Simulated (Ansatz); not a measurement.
`CN(C)c1ccc(-c2ccc(-c3ccc(-c4ccc(-c5ccc(-c6ccc(C#N)[te]6)[te]5)[te]4)[te]3)[te]2)[te]1`. The state is a singlet with charge 0. Geometry r2SCAN-D4/def2-SVP; atoms count from 1.

Cartesian coordinates in Å:
```
C -8.482 7.772 3.571
N -7.982 7.630 2.218
C -8.501 8.440 1.140
C -7.022 6.701 1.976
C -6.432 5.843 2.900
C -5.443 4.948 2.431
C -5.076 4.928 1.095
C -4.114 4.112 0.445
C -3.748 4.093 -0.897
C -2.759 3.194 -1.345
C -2.154 2.330 -0.438
C -1.142 1.361 -0.710
C -0.547 1.082 -1.940
C 0.443 0.085 -2.018
C 0.821 -0.614 -0.875
C 1.788 -1.644 -0.744
C 2.158 -2.334 0.407
C 3.148 -3.332 0.332
C 3.748 -3.620 -0.888
C 4.755 -4.581 -1.168
C 5.356 -4.867 -2.390
C 6.347 -5.867 -2.460
C 6.714 -6.555 -1.311
C 7.685 -7.588 -1.174
C 8.047 -8.274 -0.019
C 9.040 -9.276 -0.086
C 9.625 -9.543 -1.312
C 10.622 -10.494 -1.583
N 11.453 -11.281 -1.830
Te 8.817 -8.309 -2.803
Te 5.583 -5.833 0.321
Te 2.919 -2.367 -2.378
Te -0.309 0.104 0.759
Te -2.974 2.662 1.476
Te -6.214 6.384 0.052
H -9.243 8.562 3.599
H -7.670 8.044 4.270
H -8.938 6.833 3.932
H -9.258 9.134 1.527
H -7.700 9.039 0.665
H -8.975 7.818 0.357
H -6.718 5.853 3.954
H -4.958 4.258 3.133
H -4.231 4.779 -1.605
H -2.470 3.177 -2.401
H -0.846 1.633 -2.837
H 0.920 -0.146 -2.979
H 1.678 -2.100 1.365
H 3.447 -3.882 1.233
H 5.058 -4.318 -3.291
H 6.826 -6.101 -3.418
H 7.562 -8.038 0.936
H 9.346 -9.835 0.804
```

In the def2 sets Te takes a core potential; there is no spin–orbit coupling. Single mean-field runs in def2-SVP are fitted with def2-universal-jkfit. The restricted singlet is unstable towards broken spin symmetry at other levels; at PBE0-D4/def2-SVP this wasn't settled.

Question: Estimate the Mulliken populations of the heavy atoms from the PBE0/def2-SVP orbitals of Ansatz.

Answer: 
```json
{"atom": "C1", "charge (e)": "0.06"}
{"atom": "N2", "charge (e)": "-0.37"}
{"atom": "C3", "charge (e)": "0.04"}
{"atom": "C4", "charge (e)": "-0.04"}
{"atom": "C5", "charge (e)": "-0.07"}
{"atom": "C6", "charge (e)": "-0.01"}
{"atom": "C7", "charge (e)": "-0.18"}
{"atom": "C8", "charge (e)": "-0.14"}
{"atom": "C9", "charge (e)": "-0.05"}
{"atom": "C10", "charge (e)": "0.00"}
{"atom": "C11", "charge (e)": "-0.18"}
{"atom": "C12", "charge (e)": "-0.17"}
{"atom": "C13", "charge (e)": "-0.01"}
{"atom": "C14", "charge (e)": "-0.02"}
{"atom": "C15", "charge (e)": "-0.17"}
{"atom": "C16", "charge (e)": "-0.15"}
{"atom": "C17", "charge (e)": "-0.03"}
{"atom": "C18", "charge (e)": "-0.02"}
{"atom": "C19", "charge (e)": "-0.17"}
{"atom": "C20", "charge (e)": "-0.15"}
{"atom": "C21", "charge (e)": "-0.03"}
{"atom": "C22", "charge (e)": "-0.02"}
{"atom": "C23", "charge (e)": "-0.17"}
{"atom": "C24", "charge (e)": "-0.14"}
{"atom": "C25", "charge (e)": "-0.05"}
{"atom": "C26", "charge (e)": "0.08"}
{"atom": "C27", "charge (e)": "-0.34"}
{"atom": "C28", "charge (e)": "-0.08"}
{"atom": "N29", "charge (e)": "-0.01"}
{"atom": "Te30", "charge (e)": "0.40"}
{"atom": "Te31", "charge (e)": "0.33"}
{"atom": "Te32", "charge (e)": "0.32"}
{"atom": "Te33", "charge (e)": "0.30"}
{"atom": "Te34", "charge (e)": "0.29"}
{"atom": "Te35", "charge (e)": "0.27"}
```
Mulliken values depend strongly on the basis.

Question: And the Mayer bond orders between heavy atoms (over 0.3)?

Answer: C1–N2 0.98 (1.45 Å); N2–C3 0.98 (1.45 Å); N2–C4 1.20 (1.36 Å); C4–C5 1.44 (1.39 Å); C4–Te35 1.06 (2.11 Å); C5–C6 1.30 (1.41 Å); C6–C7 1.50 (1.39 Å); C7–C8 1.27 (1.42 Å); C7–Te35 0.99 (2.12 Å); C8–C9 1.46 (1.39 Å); C8–Te34 1.04 (2.11 Å); C9–C10 1.32 (1.41 Å); C10–C11 1.49 (1.39 Å); C11–C12 1.25 (1.43 Å); C11–Te34 1.04 (2.11 Å); C12–C13 1.47 (1.40 Å); C12–Te33 1.06 (2.10 Å); C13–C14 1.33 (1.41 Å); C14–C15 1.45 (1.39 Å); C15–C16 1.27 (1.42 Å); C15–Te33 1.03 (2.11 Å); C16–C17 1.46 (1.39 Å); C16–Te32 1.05 (2.11 Å); C17–C18 1.33 (1.41 Å); C18–C19 1.47 (1.39 Å); C19–C20 1.26 (1.42 Å); C19–Te32 1.03 (2.12 Å); C20–C21 1.46 (1.39 Å); C20–Te31 1.05 (2.11 Å); C21–C22 1.33 (1.41 Å); C22–C23 1.48 (1.39 Å); C23–C24 1.25 (1.42 Å); C23–Te31 1.04 (2.11 Å); C24–C25 1.48 (1.39 Å); C24–Te30 1.06 (2.11 Å); C25–C26 1.30 (1.41 Å); C26–C27 1.50 (1.39 Å); C27–C28 1.27 (1.40 Å); C27–Te30 1.03 (2.10 Å); C28–N29 2.91 (1.17 Å).
